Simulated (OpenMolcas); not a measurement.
# CH5FOSi: a line through the functionals

CH5FOSi: 9 atoms, total charge 0, spin state singlet. SMILES: `CO[SiH2]F`. The shape is that of a PBE0-D4/def2-TZVP optimisation. This is one conformer, not always the lowest.

The HOMO–LUMO gap y, in eV, basis def2-SVP; a is the functional's share of exact exchange. Programs: OpenMolcas 26.06.

```
functional     program     a  y (eV)
      BLYP  OpenMolcas     0    7.59
    r2SCAN  OpenMolcas     0    8.44
     B3LYP  OpenMolcas   0.2       ?
      PBE0  OpenMolcas  0.25   10.16
     BHLYP  OpenMolcas   0.5   12.56
```

Problem. Fit y = c + s·a to the known rows and predict B3LYP.

Solution. 
1. Means of the 4 rows: a = 0.1875, y = 9.688.
2. Σ(Δa)² = 0.17188, Σ(Δa·Δy) = 1.5544, so the slope is 1.5544/0.17188 = 9.0435.
3. Intercept: 9.688 − (9.0435) × 0.1875 = 7.992. The largest residual of the fit is 0.45.
4. B3LYP: 7.992 + (9.0435) × 0.2 = 9.80 eV.

The run gave 9.62 eV, so the prediction is off by +0.18 eV, within the largest residual. Exact exchange lowers occupied levels and raises empty ones. The rows mix families of semi-local functionals, which the line can't see.
